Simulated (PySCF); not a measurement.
## C5H3NO: full NMR table

```yaml
Formula: C5H3NO
SMILES: N#Cc1ccoc1
Point_group_of_the_computed_structure: Cs
Degrees_of_unsaturation: 5
Carbon_signals: 5
Proton_signals: 3
```

Molfile (atoms numbered from 1):
```
C5H3NO
     RDKit          3D

 10 10  0  0  0  0  0  0  0  0999 V2000
    3.1378   -0.4701   -0.2712 N   0  0  0  0  0  0  0  0  0  0  0  0
    2.0033   -0.2573   -0.1626 C   0  0  0  0  0  0  0  0  0  0  0  0
    0.6117   -0.0041   -0.0322 C   0  0  0  0  0  0  0  0  0  0  0  0
   -0.4699   -0.9341   -0.2166 C   0  0  0  0  0  0  0  0  0  0  0  0
   -1.6029   -0.2211    0.0168 C   0  0  0  0  0  0  0  0  0  0  0  0
   -1.3015    1.0595    0.3270 O   0  0  0  0  0  0  0  0  0  0  0  0
    0.0271    1.1926    0.2981 C   0  0  0  0  0  0  0  0  0  0  0  0
   -0.3900   -1.9838   -0.4859 H   0  0  0  0  0  0  0  0  0  0  0  0
   -2.6591   -0.4754    0.0017 H   0  0  0  0  0  0  0  0  0  0  0  0
    0.4372    2.1726    0.5265 H   0  0  0  0  0  0  0  0  0  0  0  0
  1  2  3  0
  2  3  1  0
  3  4  1  0
  4  5  2  0
  5  6  1  0
  6  7  1  0
  7  3  2  0
  4  8  1  0
  5  9  1  0
  7 10  1  0
M  END
```

Computed data (PySCF): spin–spin couplings from B3LYP/pcJ-1 (spin–dipole term only in couplings to heteroatoms), coordinates at the PBE0-D3(BJ)/def2-SVP level, NMR shieldings at PBE0/pcSseg-1/GIAO. No solvent, single conformer, non-relativistic.

Shifts are taken against calculated references (same method and geometry level): 1H (σ = 31.27 ppm), 13C (σ = 184.41 ppm) vs TMS; NH3 for 15N (σ = 265.67 ppm); 17O (σ = 334.56 ppm) against H2O.

| carbon | δC, type | δH (multiplicity, J in Hz) | HMBC from (abs. J ≥ 3 Hz) | span of the C tensor (ppm) |
| --- | --- | --- | --- | --- |
| C2 | 117.7, C | – | – | 343 |
| C3 | 104.4, C | – | H10, H9, H8 | 151 |
| C4 | 119.3, CH | 6.76 (d, 2.4) | H10, H9 | 174 |
| C5 | 147.2, CH | 7.40 (dd, 2.4, 1.5) | H10, H8 | 145 |
| C7 | 154.4, CH | 7.80 (d, 1.5) | H9, H8 | 164 |

Other nuclei:
| atoms | nucleus | environment | δ (ppm) | σ (ppm) |
| --- | --- | --- | --- | --- |
| N1 | 15N | nitrile nitrogen | 327.6 | -61.9 |
| O6 | 17O | aromatic ring oxygen | 312.4 | 22.1 |

Selected couplings (Hz, signed; the shortest-range and largest first, 30 at most; isotopes 13C, 1H, 15N): 1J(C7,H10) 221.0, 1J(C5,H9) 217.7, 1J(C4,H8) 192.4, 1J(C2,C3) 107.1, 1J(C3,C7) 81.2, 1J(C4,C5) 76.4, 1J(C3,C4) 60.0, 1J(N1,C2) -20.8, 2J(C2,C7) 7.7, 2J(C3,C5) 3.6, 2J(C2,C4) 3.6, 2J(N1,C3) 3.3, 2J(C4,C7) 3.1, 2J(C5,C7) 1.6, 3J(C2,C5) 5.7, 3J(H8,H9) 2.4, 3J(N1,C7) -1.2, 4J(H9,H10) 1.5.

1. Carbon types of the structure: 2 × C, 3 × CH, which accounts for all hydrogens.
2. δC 154.4, 147.2: aromatic CH next to the ring oxygen.
3. δC 119.3: aromatic CH.
4. δC 117.7: nitrile carbon; typical of a nitrile.
5. δC 104.4: substituted aromatic carbon.
6. δH 6.76: hydrogen on an aromatic CH; ring-current deshielding.

Splittings below 1 Hz are ignored in the labels, and close J values are merged. Unscaled 3J(H,H) at this level run about 10 % above measured values. Shifts are as computed. Against solution values, carbons near 30 ppm lie about +2 ppm off and those near 130 ppm about +5 ppm. Of 1211 compounds with measured shifts, 218 miss one by over three times the rms of a fit or turn the order of signals round; such compounds aren't used in these exercises. Unscaled 17O shifts of doubly bonded oxygen tend to come out too high, by tens of ppm or more. Experimental scales use liquid or dissolved standards, which lie at an offset from isolated NH3 (liquid NH3: subtract about 20 ppm) and H2O (liquid H2O: subtract about 36 ppm). Unscaled 15N shifts of sp2 nitrogen come out 20 to 40 ppm too high even then.
